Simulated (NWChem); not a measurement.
Species: SnH3I; SMILES [SnH3][I]

Program: NWChem. Geometry: optimised at PBE0/def2-SVP (def2 core potentials past Kr). B3LYP is NWChem's, with the RPA form of VWN correlation.

For level B3LYP/STO-3G, non-relativistic:

| Property | Value |
|---|---|
| highest occupied level (eV) | -4.47 |
| orbital gap (eV) | 7.49 |
| dipole (D) | 2.77 |

### Question
How do the values read with level B3LYP/3-21G, non-relativistic instead?

### Answer
| Property | Result |
|---|---|
| highest occupied level (eV) | -7.10 |
| orbital gap (eV) | 5.80 |
| dipole (D) | 2.52 |
